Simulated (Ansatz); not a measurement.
Co(NH2)2 (CoN2H4): single points at one geometry.

```yaml
crystal:
  periodic: [false, false, false]
  atoms:
    - {symbol: Co, position_ang: [0.003223, -0.003458, -0.000032]}
    - {symbol: N, position_ang: [0.006982, -0.016662, 1.816431]}
    - {symbol: H, position_ang: [0.623062, 0.520091, 2.408842]}
    - {symbol: H, position_ang: [-0.616569, -0.552442, 2.402257]}
    - {symbol: N, position_ang: [-0.001805, 0.012110, -1.816486]}
    - {symbol: H, position_ang: [0.613369, 0.555188, -2.404003]}
    - {symbol: H, position_ang: [-0.628261, -0.514838, -2.407009]}
basis:
  gaussian: {orbitals: def2-TZVP, initial_orbitals: start.molden}
magnetization: {spin_polarized: true, initial_magnetization: 3}
hamiltonian: {xc: hf}
scf: {omitted_lower_state_checks: [starts]}
output: {orbitals: {seedname: orbitals}}
```

The file start.molden holds the orbitals of an earlier run on this structure, at another level or in another basis.

```sh
$ ansatz run in.yaml --threads 2 --pin off --events-out ev --progress --plain --max-ram 4352MiB
```

Output, abridged:

```
Functional definition: HF
1185 factors; their error is unknown
mean field evaluation 1: about -40615.8155 eV, gradient 2.0e1 eV
mean field evaluation 2: about -40617.5149 eV, gradient 4.3e0 eV
mean field evaluation 4: about -40617.5955 eV, gradient 2.7e-3 eV
mean field evaluation 8: about -40618.2206 eV, gradient 2.2e-5 eV
mean field -40618.22056988 eV, -1492.6920739244 hartree, gradient 8.7e-6 eV, S^2 3.765361; 0 other end points of the search recorded, 0 dependent functions left out
reference -40618.22056988 eV, -1492.6920739244 hartree; 24, 21 occupied and 107, 110 virtual orbitals, 1185 factors
Total energy: -40618.22056988 eV, -1492.6920739244 hartree
Checks for a lower state left out: starts
```

Hardware: 2 threads of Intel Xeon 6975P-C on a shared host. Wall time 2.2 s.

The first input with `gaussian: {orbitals: 6-31G, initial_orbitals: start.molden}`, `hamiltonian: {xc: {name: B3LYP}, dispersion: d4}` (abridged; 2.9 s):

```
Functional definition: B3LYP
mean field evaluation 16: about -40667.8010 eV, gradient 4.8e-3 eV
mean field evaluation 32: about -40667.8337 eV, gradient 2.0e-5 eV
mean field -40667.83373475 eV, -1494.5153241043 hartree, gradient 4.1e-6 eV, S^2 3.765895
Total energy: -40667.97579956 eV, -1494.5205448899 hartree
Checks for a lower state left out: starts
```

First input, but with `gaussian: {orbitals: def2-TZVPD, initial_orbitals: start.molden}`, `hamiltonian: {xc: pbe0, dispersion: d4}` (abridged; 6.5 s):

```
Functional definition: PBE0
mean field -40664.52254086 eV, -1494.3936399732 hartree, gradient 7.3e-6 eV, S^2 3.760903
Total energy: -40664.59604201 eV, -1494.3963410905 hartree
Checks for a lower state left out: starts
```

As the first input, with `hamiltonian: {xc: {text: "exchange = 0.65*pbe_x + 0.35*exact_x\ncorrelation = pbe_c"}}` (abridged; 4.6 s):

```
Functional definition: unnamed
mean field -40664.60904837 eV, -1494.3968190656 hartree, gradient 5.0e-6 eV, S^2 3.761788
Total energy: -40664.60907844 eV, -1494.3968201707 hartree
Checks for a lower state left out: starts
```

The first input with `gaussian: {orbitals: def2-TZVPD, initial_orbitals: start.molden}`, `hamiltonian: {xc: pbe, dispersion: d4}` (abridged; 3.8 s):

```
Functional definition: PBE
mean field -40664.41557583 eV, -1494.3897090808 hartree, gradient 3.3e-6 eV, S^2 3.755916
Total energy: -40664.50316185 eV, -1494.3929278078 hartree
Checks for a lower state left out: starts
```

First input, but with `hamiltonian: {xc: {name: CAM-B3LYP}, dispersion: d4}` (abridged; 5.5 s):

```
Functional definition: CAM-B3LYP
mean field -40675.16262799 eV, -1494.7846559633 hartree, gradient 5.1e-6 eV, S^2 3.759710
Total energy: -40675.23734951 eV, -1494.7874019282 hartree
Checks for a lower state left out: starts
```

As the first input, with `hamiltonian: {xc: pbe}`, `correlation: {method: rpa}` and without the key `output` (abridged; 6 s):

```
Functional definition: PBE
mean field -40664.27025866 eV, -1494.3843687735 hartree, gradient 3.4e-8 eV, S^2 3.755775
7 core orbitals not correlated: weight in the atoms' cores, before any rotation towards them, 1.000 or more for the frozen orbitals, at most 0.000 for the correlated occupied ones
Total energy: -40653.93660511 eV, -1494.0046140097 hartree
Checks for a lower state left out: starts
```

Geometry: PBE0-D4/def2-TZVP.

The 6-31G sets use Cartesian d functions. B3LYP takes the VWN-RPA correlation. Correlated methods freeze 7 core orbitals; core or outer-core shells of Co are correlated, in sets that lack core-valence functions.
